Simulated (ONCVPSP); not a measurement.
Scattering properties, ONCV potential for Li (Z = 3)

- Element: Li
- Generator: ONCVPSP 4.0.1
- Type: optimised norm-conserving Vanderbilt (ONCV)
- Functional: PBE
- Relativity: scalar-relativistic
- Frozen core: none
- Valence charge: 3
- Reference configuration: 1s2 (charge +1)
- Partial waves: 1s: rc 0.45 bohr, ncon 3, nbas 6, qcut 18.6 1/bohr, 2 projectors, debl 3.9 Ha; p scattering state at 0.24 Ha: rc 0.45 bohr, ncon 4, nbas 7, qcut 17 1/bohr, 2 projectors, debl 3.2 Ha; d scattering state at 0.25 Ha: rc 0.45 bohr, ncon 4, nbas 7, qcut 24.8 1/bohr, 2 projectors, debl 3.6 Ha
- Local potential: polynomial inside 0.40 bohr (lpopt 5, dvloc0 3 Ha)
- Core correction: none

The phase is arctan(r·R′/R) of the radial function R(r), unwrapped; energies in Ha, scanned from -4 to 5 Ha. A pole is an energy at which the radial function vanishes at the test radius. The pseudo phase is shifted by a multiple of π to meet the all-electron one at the reference energy, and phase errors are pseudo minus all-electron; the curves can meet again beyond the range given. Levels narrower than the energy grid can be missing from the lists of poles.

For each channel, where are the poles, and over which energies does the pseudopotential scatter like the atom?

```json
{"channel": "s", "radius (bohr)": "0.46", "reference energy (Ha)": "-2.22", "poles, all-electron": "none", "poles, pseudo": "none", "unbroken range about the reference energy with phases within 0.05 rad": "the whole range", "phase error 1 Ha above the reference energy (rad)": "-0.000"}
{"channel": "p", "radius (bohr)": "0.46", "reference energy (Ha)": "0.24", "poles, all-electron": "none", "poles, pseudo": "none", "unbroken range about the reference energy with phases within 0.05 rad": "the whole range", "phase error 1 Ha above the reference energy (rad)": "-0.000"}
{"channel": "d", "radius (bohr)": "0.46", "reference energy (Ha)": "0.25", "poles, all-electron": "none", "poles, pseudo": "none", "unbroken range about the reference energy with phases within 0.05 rad": "the whole range", "phase error 1 Ha above the reference energy (rad)": "-0.000"}
```

Phases in the s channel:

```json
{"E (Ha)": "-3.98", "all-electron": "-0.652", "pseudo": "-0.652"}
{"E (Ha)": "-3.50", "all-electron": "-0.724", "pseudo": "-0.724"}
{"E (Ha)": "-3.02", "all-electron": "-0.791", "pseudo": "-0.791"}
{"E (Ha)": "-2.54", "all-electron": "-0.854", "pseudo": "-0.854"}
{"E (Ha)": "-2.06", "all-electron": "-0.912", "pseudo": "-0.912"}
{"E (Ha)": "-1.58", "all-electron": "-0.966", "pseudo": "-0.966"}
{"E (Ha)": "-1.10", "all-electron": "-1.016", "pseudo": "-1.016"}
{"E (Ha)": "-0.62", "all-electron": "-1.062", "pseudo": "-1.062"}
{"E (Ha)": "-0.14", "all-electron": "-1.105", "pseudo": "-1.105"}
{"E (Ha)": "0.34", "all-electron": "-1.145", "pseudo": "-1.145"}
{"E (Ha)": "0.82", "all-electron": "-1.182", "pseudo": "-1.182"}
{"E (Ha)": "1.30", "all-electron": "-1.216", "pseudo": "-1.216"}
{"E (Ha)": "1.78", "all-electron": "-1.248", "pseudo": "-1.248"}
{"E (Ha)": "2.26", "all-electron": "-1.278", "pseudo": "-1.278"}
{"E (Ha)": "2.74", "all-electron": "-1.306", "pseudo": "-1.306"}
{"E (Ha)": "3.22", "all-electron": "-1.332", "pseudo": "-1.332"}
{"E (Ha)": "3.70", "all-electron": "-1.357", "pseudo": "-1.357"}
{"E (Ha)": "4.18", "all-electron": "-1.380", "pseudo": "-1.380"}
{"E (Ha)": "4.66", "all-electron": "-1.402", "pseudo": "-1.402"}
```
